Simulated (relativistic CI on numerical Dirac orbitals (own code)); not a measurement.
# Electric-dipole transitions in Eu24+

Calculated at this level of theory: Dirac-Coulomb-Breit CI, KLI orbitals optimised for each configuration, QED by a radiative potential, unscaled Slater integrals (own radial code, finite nucleus).

Configurations in the expansion (outside the closed core [Ar] 3d10): 4s2.4p6.4d3, 4s2.4p5.4d4, 4s2.4p6.4d2.4f, 4s.4p6.4d4, 4s.4p6.4d3.4f, 4s2.4p6.4d2.5s, 4s2.4p6.4d2.5p, 4s2.4p6.4d.4f.5s, 4s2.4p6.4d2.5d, 4s2.4p5.4d3.5s, 4s2.4p6.4d.4f2, 4s2.4p6.4f3, 4s.4p6.4d.4f3, 4s2.4p6.4f2.5s, 4s2.4p6.4f2.5p, 4s2.4p6.4d.5s2, 4s2.4p6.4f.5s2, 4s.4p6.4d.4f.5s2, 4s2.4p6.5s2.5p. Double excitations out of closed p, d and f shells are left out; levels of such configurations are missing from the list, as are those of other unlisted configurations, and high levels can miss mixing partners. These lack a partner that the ground configuration has and come out too high: 4s2.4p6.4d2.5d, 4s2.4p5.4d3.5s.

```csv
λ vac (nm),Lower,Upper,A (s⁻¹),log gf,S velocity/length
7.3241,4s2.4p6.4d3 4F_3/2 [1],4s2.4p6.4d2.4f 2D°_3/2 [199],1.07e+12,0.54,0.72
7.3630,4s2.4p6.4d3 4F_3/2 [1],4s2.4p6.4d2.4f 2P°_3/2 [195],2.49e+11,-0.09,0.69
7.5092,4s2.4p6.4d3 4F_3/2 [1],4s2.4p5.4d4 4D°_3/2 [187],5.30e+10,-0.75,0.62
7.5653,4s2.4p6.4d3 4F_3/2 [1],4s2.4p5.4d4 4D°_3/2 [181],9.00e+10,-0.51,0.65
7.5787,4s2.4p6.4d3 4F_5/2 [2],4s2.4p6.4d2.4f 2F°_5/2 [196],3.19e+10,-0.78,0.61
7.6413,4s2.4p6.4d3 4F_5/2 [2],4s2.4p6.4d2.4f 2D°_5/2 [192],2.84e+10,-0.83,0.58
7.9240,4s2.4p6.4d3 4F_7/2 [4],4s2.4p5.4d4 2G°_9/2 [182],4.04e+10,-0.42,0.64
8.0643,4s2.4p6.4d3 4F_9/2 [9],4s2.4p5.4d4 2H°_9/2 [194],2.96e+10,-0.54,0.64
8.1081,4s2.4p6.4d3 4P_5/2 [7],4s2.4p5.4d4 2F°_7/2 [189],4.43e+10,-0.46,0.72
8.2228,4s2.4p6.4d3 2G_7/2 [8],4s2.4p5.4d4 2G°_9/2 [182],2.79e+10,-0.55,0.71
8.2418,4s2.4p6.4d3 2H_11/2 [12],4s2.4p5.4d4 2H°_9/2 [194],3.83e+10,-0.41,0.81
8.4095,4s2.4p6.4d3 4F_9/2 [9],4s2.4p6.4d2.4f 2H°_9/2 [173],3.67e+10,-0.41,0.84
8.4175,4s2.4p6.4d3 2G_9/2 [16],4s2.4p5.4d4 2H°_11/2 [197],8.65e+10,0.04,0.71
8.4593,4s2.4p6.4d3 2H_11/2 [12],4s2.4p5.4d4 2G°_9/2 [182],7.55e+10,-0.09,0.70
8.5126,4s2.4p6.4d3 2G_9/2 [16],4s2.4p6.4d2.4f 2G°_9/2 [193],9.10e+10,0.00,0.78
8.5191,4s2.4p6.4d3 2G_9/2 [5],4s2.4p6.4d2.4f 2G°_9/2 [146],1.74e+10,-0.72,0.89
8.5727,4s2.4p6.4d3 4F_9/2 [9],4s2.4p6.4d2.4f 2H°_11/2 [163],2.39e+10,-0.50,0.72
8.5765,4s2.4p6.4d3 2D_3/2 [10],4s2.4p6.4d2.4f 2D°_5/2 [167],4.07e+10,-0.57,0.75
8.5780,4s2.4p6.4d3 2G_9/2 [5],4s2.4p5.4d4 2G°_9/2 [138],1.77e+10,-0.71,0.76
8.6382,4s2.4p6.4d3 2G_7/2 [8],4s2.4p6.4d2.4f 4D°_5/2 [155],6.25e+10,-0.38,0.69
8.6733,4s2.4p6.4d3 2G_9/2 [16],4s2.4p6.4d2.4f 2F°_7/2 [185],7.27e+10,-0.18,0.67
8.7736,4s2.4p6.4d3 2H_11/2 [12],4s2.4p6.4d2.4f 2H°_11/2 [163],3.23e+10,-0.35,0.74
8.8689,4s2.4p6.4d3 2H_11/2 [12],4s2.4p6.4d2.4f 2G°_9/2 [158],5.93e+10,-0.16,0.63
9.0473,4s2.4p6.4d3 4F_7/2 [4],4s2.4p5.4d4 2F°_5/2 [104],2.63e+10,-0.71,0.49
9.0868,4s2.4p6.4d3 2G_7/2 [8],4s2.4p5.4d4 2D°_5/2 [123],4.57e+10,-0.47,0.44
9.1241,4s2.4p6.4d3 4F_5/2 [2],4s2.4p5.4d4 4D°_3/2 [92],3.71e+10,-0.73,0.54
9.1413,4s2.4p6.4d3 4F_9/2 [9],4s2.4p5.4d4 2F°_7/2 [124],3.69e+10,-0.43,0.46
9.1494,4s2.4p6.4d3 2G_9/2 [5],4s2.4p6.4d2.4f 4H°_7/2 [102],2.54e+10,-0.59,0.52
9.3002,4s2.4p6.4d3 4F_7/2 [4],4s2.4p5.4d4 2D°_5/2 [93],2.32e+10,-0.74,0.52
9.3236,4s2.4p6.4d3 2G_9/2 [5],4s2.4p5.4d4 2F°_7/2 [95],3.40e+10,-0.45,0.47
9.3975,4s2.4p6.4d3 4F_5/2 [2],4s2.4p5.4d4 4F°_5/2 [73],3.05e+10,-0.62,0.44
9.4331,4s2.4p6.4d3 4F_5/2 [2],4s2.4p5.4d4 2D°_3/2 [69],3.01e+10,-0.79,0.47
9.4540,4s2.4p6.4d3 4F_3/2 [1],4s2.4p5.4d4 4F°_3/2 [52],3.85e+10,-0.69,0.37
9.4967,4s2.4p6.4d3 4P_3/2 [3],4s2.4p5.4d4 4F°_3/2 [81],4.46e+10,-0.62,0.41
9.5078,4s2.4p6.4d3 4F_3/2 [1],4s2.4p5.4d4 4D°_1/2 [50],7.43e+10,-0.70,0.49
9.5372,4s2.4p6.4d3 4P_3/2 [3],4s2.4p5.4d4 4P°_1/2 [76],5.71e+10,-0.81,0.45
9.6086,4s2.4p6.4d3 4F_7/2 [4],4s2.4p5.4d4 2F°_7/2 [70],1.85e+10,-0.69,0.42
9.6513,4s2.4p6.4d3 4F_7/2 [4],4s2.4p5.4d4 4G°_9/2 [67],1.31e+10,-0.74,0.50
9.6550,4s2.4p6.4d3 2H_11/2 [12],4s2.4p5.4d4 2H°_11/2 [110],2.67e+10,-0.35,0.43
9.6671,4s2.4p6.4d3 2G_9/2 [5],4s2.4p5.4d4 2G°_9/2 [72],3.94e+10,-0.26,0.41
9.6690,4s2.4p6.4d3 2G_9/2 [16],4s2.4p5.4d4 2G°_9/2 [125],3.23e+10,-0.34,0.41
9.6947,4s2.4p6.4d3 4F_7/2 [4],4s2.4p5.4d4 4D°_7/2 [66],2.05e+10,-0.64,0.42
9.8229,4s2.4p6.4d3 4F_3/2 [1],4s2.4p5.4d4 4G°_5/2 [38],3.03e+10,-0.58,0.44
10.091,4s2.4p6.4d3 2G_9/2 [5],4s2.4p5.4d4 2H°_11/2 [53],1.29e+10,-0.63,0.44
10.093,4s2.4p6.4d3 2H_11/2 [12],4s2.4p5.4d4 2I°_13/2 [90],1.48e+10,-0.50,0.49
```

Terms are leading LS components. Brackets give the number of a level in order of energy, since labels repeat. The list gives strong lines, with weight on those to low levels, among the lowest 200 of 2172 levels, so that lines to higher ones, which can be the strongest, are missing. Levels whose partners in the same complex of configurations lie outside the list can be far off, and so can their lines. Rates are taken at the computed energies, electric ones in the length gauge. A velocity-to-length ratio far from 1 marks an uncertain rate.

At this charge energies of transitions that change n are usually good to better than 1 %, and those within a shell (Δn = 0) to a few per cent. Terms inside the open d or f shell come out 10 to 20 % too wide with unscaled integrals.

LS names give the leading component of a level, which can be under half, so a name can repeat, a term be missing and a line seem to break the LS rules.
